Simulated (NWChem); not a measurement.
Everything below was run with NWChem. System: triflate (CF3O3S (-1)), charge -1, spin multiplicity 1, at a geometry optimised with PBE0/def2-SVP. Level: B2PLYP/def2-SVPD, 12 core orbitals frozen.

Part of the output:

```
             Northwest Computational Chemistry Package (NWChem) 7.3.0
             --------------------------------------------------------

                                NWChem Input Module
                                -------------------

 Scaling coordinates for geometry "geometry" by  1.889725989
 (inverse scale =  0.529177249)

 Turning off AUTOSYM since
 SYMMETRY directive was detected!

                             Geometry "geometry" -> ""
                             -------------------------

 Output coordinates in angstroms (scale by  1.889725989 to convert to a.u.)

  No.       Tag          Charge          X              Y              Z
 ---- ---------------- ---------- -------------- -------------- --------------
    1 O                    8.0000    -1.31371100    -0.56034600     1.24452300
    2 S                   16.0000    -0.91661900     0.11423400     0.00000000
    3 O                    8.0000    -1.31371100    -0.56034600    -1.24452300
    4 O                    8.0000    -1.04714900     1.57868700     0.00000000
    5 C                    6.0000     0.92952000    -0.11584800     0.00000000
    6 F                    9.0000     1.27168200    -1.41062600     0.00000000
    7 F                    9.0000     1.50223400     0.43883400     1.07605200
    8 F                    9.0000     1.50223400     0.43883400    -1.07605200

 Effective nuclear repulsion energy (a.u.)     551.6772564958

            Nuclear Dipole moment (a.u.)
            ----------------------------
        X                 Y               Z
 ---------------- ---------------- ----------------
    -0.0000037795    -0.0000113384     0.0000000000

      Symmetry information
      --------------------

 Group name             Cs
 Group number              2
 Group order               2
 No. of unique centers     6

      Symmetry unique atoms

     1    2    4    5    6    7


 Summary of "ao basis" -> "" (spherical)
 ------------------------------------------------------------------------------
       Tag                 Description            Shells   Functions and Types
 ---------------- ------------------------------  ------  ---------------------
 *                         def2-svpd                  on all atoms

  dft_input: which_mp2 not specified, using semidirect MP2 by default.

                                 NWChem DFT Module
                                 -----------------

 Summary of "ao basis" -> "ao basis" (spherical)
[...]
 EAF : mp2_eaftype filesize         128   16872362.
  mp2_eaf for mointskh                    128
Node 0 wrote     79.3 Mb in      0.0 s     Agg I/O rate:  6774.8 Mb/s
 Done moints_semi at       33.2s
  mp2_eaftype                   128  avail_ma_in_mb                   386
 EAF : mp2_eaftype filesize         128   16872362.
  mp2_eaf for kh                   128
 Done maket at       33.4s
 Semi-direct pass number   3 of   7  for RHF alpha+beta  at       33.4s
  vrange nnbf                 16736
  mp2_eaftype                   128  avail_ma_in_mb                   386
 EAF : mp2_eaftype filesize         128   16872362.
  mp2_eaf for mointskh                    128
Node 0 wrote     79.3 Mb in      0.0 s     Agg I/O rate:  5736.7 Mb/s
 Done moints_semi at       41.9s
  mp2_eaftype                   128  avail_ma_in_mb                   386
 EAF : mp2_eaftype filesize         128   16872362.
  mp2_eaf for kh                   128
 Done maket at       42.1s
 Semi-direct pass number   4 of   7  for RHF alpha+beta  at       42.1s
  vrange nnbf                 16736
  mp2_eaftype                   128  avail_ma_in_mb                   386
 EAF : mp2_eaftype filesize         128   16872362.
  mp2_eaf for mointskh                    128
Node 0 wrote     79.3 Mb in      0.0 s     Agg I/O rate:  6510.4 Mb/s
 Done moints_semi at       50.8s
  mp2_eaftype                   128  avail_ma_in_mb                   386
 EAF : mp2_eaftype filesize         128   16872362.
  mp2_eaf for kh                   128
 Done maket at       50.9s
 Semi-direct pass number   5 of   7  for RHF alpha+beta  at       50.9s
  vrange nnbf                 16736
  mp2_eaftype                   128  avail_ma_in_mb                   386
 EAF : mp2_eaftype filesize         128   16872362.
  mp2_eaf for mointskh                    128
Node 0 wrote     79.3 Mb in      0.0 s     Agg I/O rate:  6206.7 Mb/s
 Done moints_semi at       59.7s
  mp2_eaftype                   128  avail_ma_in_mb                   386
 EAF : mp2_eaftype filesize         128   16872362.
  mp2_eaf for kh                   128
 Done maket at       59.9s
 Semi-direct pass number   6 of   7  for RHF alpha+beta  at       59.9s
  vrange nnbf                 16736
  mp2_eaftype                   128  avail_ma_in_mb                   386
 EAF : mp2_eaftype filesize         128   16872362.
  mp2_eaf for mointskh                    128
Node 0 wrote     79.3 Mb in      0.0 s     Agg I/O rate:  6163.1 Mb/s
 Done moints_semi at       68.7s
  mp2_eaftype                   128  avail_ma_in_mb                   386
 EAF : mp2_eaftype filesize         128   16872362.
  mp2_eaf for kh                   128
 Done maket at       68.9s
 Semi-direct pass number   7 of   7  for RHF alpha+beta  at       68.9s
  vrange nnbf                 16736
  mp2_eaftype                   128  avail_ma_in_mb                   386
 EAF : mp2_eaftype filesize         128   16872362.
  mp2_eaf for mointskh                    128
Node 0 wrote     19.8 Mb in      0.0 s     Agg I/O rate:  6198.4 Mb/s
 Done moints_semi at       77.5s
  mp2_eaftype                   128  avail_ma_in_mb                   386
 EAF : mp2_eaftype filesize         128   16872362.
  mp2_eaf for kh                   128
 Done maket at       77.6s
 Done multipass loop at       77.6s

          -------------------------------------------
          DFT energy                    -959.979334040267
          Unscaled MP2 energy             -1.782914884073
          Total DFT+MP2 energy          -960.460721058967
          -------------------------------------------

 -----------------------
 Performance information
 -----------------------

 Timer overhead =  1.47D-07 seconds/call

               Nr. of calls         CPU time (s)                 Wall time (s)                GFlops
             ---------------    -------------------     ------------------------------   -------------------
Name         Min   Avg   Max    Min     Avg     Max     Min     Avg     Max   Mx/calls   Min     Max     Sum
mp2: moin     7     7     7    61.     61.     61.      61.     61.     61.     8.7      0.0     0.0     0.0
mp2: make     7     7     7    1.1     1.1     1.1      1.1     1.1     1.1    0.15      0.0     0.0     0.0
mp2: tota     1     1     1    62.     62.     62.      62.     62.     62.     62.      0.0     0.0     0.0

 The average no. of pstat calls per process was 1.50D+01
 with a timing overhead of 2.20D-06s

 Task  times  cpu:       77.6s     wall:       77.6s

 Total times  cpu:       77.6s     wall:       77.6s
```

### Question
Write an NWChem input that would produce this output.

### Answer
Several could match; the one computed here: 
```
start mol
memory heap 200 mb stack 900 mb global 1100 mb
charge -1
geometry units angstroms nocenter noautoz
  O     -1.313711    -0.560346     1.244523
  S     -0.916619     0.114234     0.000000
  O     -1.313711    -0.560346    -1.244523
  O     -1.047149     1.578687     0.000000
  C      0.929520    -0.115848     0.000000
  F      1.271682    -1.410626     0.000000
  F      1.502234     0.438834     1.076052
  F      1.502234     0.438834    -1.076052
  symmetry group Cs
end
basis spherical
  * library def2-svpd
end
dft
  xc hfexch 0.53 becke88 0.47 lyp 0.73 mp2 0.27
  dftmp2
  semidirect memsize 60000000 filesize 0
  iterations 100
end
mp2
  freeze core 12
end
task dft energy
```
